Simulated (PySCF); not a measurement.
CH5MoNOS2, SMILES [SH][Mo](=[N]C)([SH])=[O], multiplicity 1.

The structure is a stationary point at PBE0-D3(BJ)/def2-SVP. The multiplicity is an assumed one; other spin states were not compared. The def2 effective core potentials stand for the cores of Mo; spin–orbit coupling is left out. The values are those of a single conformer.

Computed with B3LYP/def2-TZVP (PySCF).

Isolated molecule, no solvent.

The total energy is -1035.98318 hartree, the point group comes out as Cs and the highest occupied level is -7.18 eV. The lowest empty level is -2.61 eV and the orbital gap is 4.57 eV. The dipole moment is 1.24 D and the quadrupole, principal values (traceless, Buckingham form, about the centre of nuclear charge) is -12.60, -6.30, 18.90 D·Å. The mean static polarisability is 109.0 bohr³ (16.15 Å³) and the polarisability, principal values is 84.5, 119.8, 122.7 bohr³.
